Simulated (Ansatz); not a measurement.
Reaction (redistribution): `BSB(O)Cl` + `CB[SiH3]` → `OB([SiH3])Cl` + `BSBC`

Program: Ansatz. Geometries: PBE0-D4/def2-TZVP. ΔE: electronic, gas phase. CCSD(T)/CBS adds triple-zeta CCSD(T) − MP2 to the extrapolated MP2 energy (def2 sets, frozen cores). DFT in def2-TZVPP. B3LYP here is the variant with VWN-RPA as its local correlation; programs differ in this. HSE06 is defined as in plane-wave codes. One conformer a species, not always the lowest.

`BSB(O)Cl`:

Cartesian coordinates in Å:
```
B 1.332 0.730 -0.998
S -0.236 -0.111 -1.007
B -0.723 -0.399 0.746
O -1.888 -1.027 0.990
Cl 0.231 0.089 2.126
H 1.881 1.008 0.017
H 1.778 0.986 -2.073
H -2.375 -1.275 0.198
```

`CB[SiH3]`:

Cartesian coordinates in Å:
```
C -0.744 0.105 -1.389
B -0.135 0.679 -0.085
Si 0.716 -0.439 1.364
H 0.094 0.186 -2.106
H -1.551 0.702 -1.821
H -1.020 -0.950 -1.367
H -0.127 1.871 0.070
H 2.056 0.088 1.751
H 0.868 -1.879 1.008
H -0.155 -0.363 2.575
```

`OB([SiH3])Cl`:

```xyz
8

O     1.012   -0.694   -1.387
B    -0.015   -0.058   -0.800
Si   -0.120    0.171    1.207
Cl   -1.320    0.600   -1.813
H     0.946   -0.738   -2.349
H     1.050   -0.430    1.900
H    -1.365   -0.472    1.709
H    -0.186    1.621    1.533
```

`BSBC`:

```xyz
10

B    -2.036   -1.168   -0.622
S    -0.621   -1.138    0.473
B     0.294    0.341   -0.047
C     1.619    0.739    0.657
H    -2.176   -0.320   -1.447
H    -2.811   -2.063   -0.485
H    -0.162    0.983   -0.946
H     2.424    0.769   -0.088
H     1.927    0.090    1.478
H     1.542    1.768    1.028
```

```json
{"level": "LDA (SPW92)", "ΔE (kJ/mol)": "-34.1", "difference from CCSD(T)/CBS": "4.0"}
{"level": "revPBE-D4", "ΔE (kJ/mol)": "-33.7", "difference from CCSD(T)/CBS": "4.4"}
{"level": "BLYP-D4", "ΔE (kJ/mol)": "-36.4", "difference from CCSD(T)/CBS": "1.7"}
{"level": "r2SCAN-D4", "ΔE (kJ/mol)": "-34.2", "difference from CCSD(T)/CBS": "3.9"}
{"level": "B97M-V", "ΔE (kJ/mol)": "-30.2", "difference from CCSD(T)/CBS": "7.9"}
{"level": "PBE0-D4", "ΔE (kJ/mol)": "-35.0", "difference from CCSD(T)/CBS": "3.1"}
{"level": "B3LYP-D4", "ΔE (kJ/mol)": "-36.3", "difference from CCSD(T)/CBS": "1.8"}
{"level": "r2SCANh-D4", "ΔE (kJ/mol)": "-34.4", "difference from CCSD(T)/CBS": "3.7"}
{"level": "r2SCAN0-D4", "ΔE (kJ/mol)": "-34.7", "difference from CCSD(T)/CBS": "3.4"}
{"level": "BHLYP-D4", "ΔE (kJ/mol)": "-36.3", "difference from CCSD(T)/CBS": "1.8"}
{"level": "CAM-B3LYP-D4", "ΔE (kJ/mol)": "-36.7", "difference from CCSD(T)/CBS": "1.4"}
{"level": "ωB97X-V", "ΔE (kJ/mol)": "-35.7", "difference from CCSD(T)/CBS": "2.4"}
{"level": "ωB97M-V", "ΔE (kJ/mol)": "-36.1", "difference from CCSD(T)/CBS": "2.0"}
{"level": "B2PLYP", "ΔE (kJ/mol)": "-38.8", "difference from CCSD(T)/CBS": "-0.7"}
{"level": "PBE-QIDH", "ΔE (kJ/mol)": "-36.6", "difference from CCSD(T)/CBS": "1.5"}
{"level": "PBE", "ΔE (kJ/mol)": "-36.7", "difference from CCSD(T)/CBS": "1.4"}
{"level": "revPBE", "ΔE (kJ/mol)": "-37.5", "difference from CCSD(T)/CBS": "0.6"}
{"level": "BLYP", "ΔE (kJ/mol)": "-39.4", "difference from CCSD(T)/CBS": "-1.3"}
{"level": "r2SCAN", "ΔE (kJ/mol)": "-34.5", "difference from CCSD(T)/CBS": "3.6"}
{"level": "B3LYP", "ΔE (kJ/mol)": "-38.6", "difference from CCSD(T)/CBS": "-0.5"}
{"level": "r2SCANh", "ΔE (kJ/mol)": "-34.7", "difference from CCSD(T)/CBS": "3.4"}
{"level": "r2SCAN0", "ΔE (kJ/mol)": "-35.0", "difference from CCSD(T)/CBS": "3.1"}
{"level": "HSE06", "ΔE (kJ/mol)": "-36.2", "difference from CCSD(T)/CBS": "1.9"}
{"level": "CAM-B3LYP", "ΔE (kJ/mol)": "-37.9", "difference from CCSD(T)/CBS": "0.2"}
{"level": "LC-ωPBE", "ΔE (kJ/mol)": "-35.1", "difference from CCSD(T)/CBS": "3.0"}
{"level": "RPA@PBE/def2-TZVPP", "ΔE (kJ/mol)": "-38.4", "difference from CCSD(T)/CBS": "-0.3"}
{"level": "HF/def2-SVP", "ΔE (kJ/mol)": "-34.5", "difference from CCSD(T)/CBS": "3.6"}
{"level": "MP2/def2-SVP", "ΔE (kJ/mol)": "-37.1", "difference from CCSD(T)/CBS": "1.0"}
{"level": "CCSD(T)/def2-SVP", "ΔE (kJ/mol)": "-36.8", "difference from CCSD(T)/CBS": "1.3"}
{"level": "HF/def2-TZVPP", "ΔE (kJ/mol)": "-38.0", "difference from CCSD(T)/CBS": "0.1"}
{"level": "MP2/def2-TZVPP", "ΔE (kJ/mol)": "-38.4", "difference from CCSD(T)/CBS": "-0.3"}
{"level": "SCS-MP2/def2-TZVPP", "ΔE (kJ/mol)": "-38.5", "difference from CCSD(T)/CBS": "-0.4"}
{"level": "CCSD/def2-TZVPP", "ΔE (kJ/mol)": "-37.1", "difference from CCSD(T)/CBS": "1.0"}
{"level": "CCSD(T)/def2-TZVPP", "ΔE (kJ/mol)": "-37.5", "difference from CCSD(T)/CBS": "0.6"}
{"level": "HF/def2-QZVPP", "ΔE (kJ/mol)": "-38.1", "difference from CCSD(T)/CBS": "0.0"}
{"level": "MP2/def2-QZVPP", "ΔE (kJ/mol)": "-38.8", "difference from CCSD(T)/CBS": "-0.7"}
{"level": "SCS-MP2/def2-QZVPP", "ΔE (kJ/mol)": "-38.9", "difference from CCSD(T)/CBS": "-0.8"}
{"level": "HF/CBS(def2)", "ΔE (kJ/mol)": "-38.1", "difference from CCSD(T)/CBS": "0.0"}
{"level": "MP2/CBS(def2)", "ΔE (kJ/mol)": "-39.0", "difference from CCSD(T)/CBS": "-0.9"}
{"level": "CCSD/CBS(def2)", "ΔE (kJ/mol)": "-37.7", "difference from CCSD(T)/CBS": "0.4"}
{"level": "CCSD(T)/CBS", "ΔE (kJ/mol)": "-38.1", "difference from CCSD(T)/CBS": "0"}
```

Largest T1 diagnostic among the species: 0.014.

Leaving LDA and LC-ωPBE aside and taking each functional with its dispersion term where it has one, the values spread over 8.6 kJ/mol, from B2PLYP to B97M-V.
